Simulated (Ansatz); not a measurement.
Ag2O2H2⁺, that is (AgOH)2 ring with one electron fewer. The state is a doublet with charge 1. Geometry PBE-D4/def2-SVP, that of the neutral singlet; atoms count from 1.

| atom | x (Å) | y (Å) | z (Å) |
| --- | --- | --- | --- |
| Ag1 | 1.2760 | -0.4013 | 0.4692 |
| O2 | -0.2672 | -1.6660 | -0.5545 |
| Ag3 | -1.0689 | 0.4089 | -0.8364 |
| O4 | 0.5833 | 1.6775 | -0.0061 |
| H5 | -0.8025 | -2.1362 | 0.1151 |
| H6 | 0.2793 | 2.1171 | 0.8127 |

In the def2 sets Ag takes a core potential; there is no spin–orbit coupling.

Question: Estimate the Mulliken populations from the PBE0/def2-TZVP orbitals of Ansatz.

Answer: 
| atom | charge (e) | spin (α − β) | d electrons |
| --- | --- | --- | --- |
| Ag1 | 0.72 | 0.06 | 9.83 |
| O2 | -0.60 | 0.45 | – |
| Ag3 | 0.72 | 0.06 | 9.83 |
| O4 | -0.60 | 0.45 | – |
| H5 | 0.38 | -0.01 | – |
| H6 | 0.38 | -0.01 | – |
Mulliken values depend strongly on the basis.

Question: Where does the spin sit?

Answer: Summed by element: Ag 0.11, O 0.91, H -0.02, of 1 unpaired in all. Largest on single atoms: O2 0.45, O4 0.45, Ag1 0.06.

Question: And the Mayer bond orders between heavy atoms (over 0.3)?

Answer: Ag1–O2 0.43 (2.24 Å); Ag1–O4 0.43 (2.24 Å); O2–Ag3 0.43 (2.24 Å); Ag3–O4 0.43 (2.24 Å).
